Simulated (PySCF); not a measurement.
Can point charges reproduce the dipole moment of `[GeH3][CH]1CC1`?

Coordinates (PBE0-D3(BJ)/def2-SVP, Å) and charges (e) from the PBE0/pcSseg-1 density (PySCF):

```csv
atom,x,y,z,Mulliken,IAO,Hirshfeld,ESP-fitted
Ge1,1.581,-0.084,0.065,+0.3142,+0.4789,+0.3017,+0.1032
C2,-0.229,-0.492,-0.498,-0.5497,-0.3815,-0.1262,-0.1478
C3,-1.264,-0.917,0.512,-0.1963,-0.2767,-0.0894,-0.3264
C4,-1.365,0.428,-0.133,-0.1967,-0.2768,-0.0895,-0.3171
H5,2.436,-1.363,0.161,-0.0152,-0.0892,-0.0747,-0.0359
H6,1.508,0.576,1.458,-0.0229,-0.0925,-0.0728,-0.0124
H7,2.262,0.892,-0.916,-0.0152,-0.0892,-0.0747,-0.0361
H8,-0.304,-0.968,-1.481,+0.1411,+0.1494,+0.0424,+0.1561
H9,-1.978,-1.690,0.216,+0.1347,+0.1477,+0.0479,+0.1534
H10,-0.977,-0.963,1.567,+0.1355,+0.1411,+0.0438,+0.1576
H11,-2.151,0.590,-0.876,+0.1347,+0.1477,+0.0478,+0.1498
H12,-1.149,1.310,0.478,+0.1356,+0.1410,+0.0439,+0.1556
```

Task: Compute μ = Σ q r for each scheme (1 e·Å = 4.803 D) and compare with the dipole of the full density.

Result: The full density gives (-0.72, -0.17, -0.23) D, 0.77 D in size; dipole vectors point from the negative to the positive end.

```tsv
scheme	μx	μy	μz	size (D)	share of the full size (%)	angle to the full dipole (°)
Mulliken	0.70	0.46	0.85	1.20	155	147
IAO	0.28	0.06	0.09	0.30	39	179
Hirshfeld	-0.11	-0.02	-0.03	0.12	15	4
ESP-fitted	-0.73	-0.16	-0.21	0.77	100	2
```

Task: Which set comes closest?

Result: Length of the difference vector: ESP-fitted 0.03 D, Hirshfeld 0.65 D, IAO 1.07 D, Mulliken 1.89 D. Closest: ESP-fitted. ESP charges are fitted to the potential around the molecule, whose slowest-falling term is the dipole's. The schemes that divide the density aren't constrained to reproduce the dipole.

Task: What is left for the Hirshfeld atoms' own dipoles?

Result: The shares of the density sum to the whole, so what Σ q r misses lies in dipoles about the nuclei. The atomic dipoles sum to (-0.72, -0.17, -0.23) − (-0.11, -0.02, -0.03) = (-0.61, -0.15, -0.20) D, 0.65 D in size.

Task: With the origin at the mean of the coordinates, (-0.136, -0.224, 0.046) Å, which are the largest single terms, by size, of the Hirshfeld dipole along the direction of the full one?

Result: Ge1 -2.36, H5 +0.78, H7 +0.78, H6 +0.74, H9 +0.45 D; all 12 atoms together +0.12 D. The single terms depend on the origin, their sum doesn't.

Task: Give the size of the full dipole in other units.

Result: 0.77 D = 0.304 au = 0.161 e·Å = 2.58 × 10⁻³⁰ C·m.

Geometry: PBE0-D3(BJ)/def2-SVP; no solvent, vibrations or thermal averaging. The calculation is non-relativistic, for germanium too.
